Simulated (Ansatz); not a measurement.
Isolated molecules relaxed with PBE0-D4/def2-TZVP in Ansatz; ΔE leaves out vibrations. CCSD(T)/CBS adds triple-zeta CCSD(T) − MP2 to the extrapolated MP2 energy (def2 sets, frozen cores). Functionals use def2-TZVPP. HSE06 is defined as in plane-wave codes. For Br outer-core shells are correlated without core-valence functions, which leaves a few kJ/mol of doubt a bond. Scalar relativity is left out up to krypton. Each species was taken in one conformer, which may not be the lowest.

Consider the formal exchange of groups at a B–Br bond: `ClB(Cl)Br` + `CC(C)CF` → `CC(C)CB(Cl)Cl` + `FBr`.

Problem. Is it downhill or uphill in electronic energy at CCSD(T)/CBS, and by how much? (An estimate is asked.)

Solution. Ansatz gave: Uphill: ΔE = +221.3 kJ/mol.

Problem. What do these levels give: revPBE-D4, r2SCANh-D4, r2SCAN0-D4, ωB97X-V, ωB97M-V, BLYP, HSE06, RPA@PBE/def2-TZVPP, HF/def2-SVP, CCSD/def2-SVP, CCSD(T)/def2-SVP, SCS-MP2/def2-TZVPP? (Best estimate.)

Solution. The calculation gave: revPBE-D4 203.6, r2SCANh-D4 227.0, r2SCAN0-D4 231.6, ωB97X-V 216.3, ωB97M-V 214.9, BLYP 208.0, HSE06 224.9, RPA@PBE/def2-TZVPP 210.0, HF/def2-SVP 265.0, CCSD/def2-SVP 243.3, CCSD(T)/def2-SVP 240.3, SCS-MP2/def2-TZVPP 226.2 kJ/mol.

Largest T1 diagnostic among the species: 0.010.

Leaving LDA and LC-ωPBE aside and taking each functional with its dispersion term where it has one, the values, not all of them listed here, spread over 33.3 kJ/mol, from BLYP-D4 to PBE-QIDH. LDA lies +6.7 kJ/mol from PBE without D4. At CCSD(T), def2-SVP lies +19.0 kJ/mol from the extrapolated value and def2-TZVPP +1.3 kJ/mol.
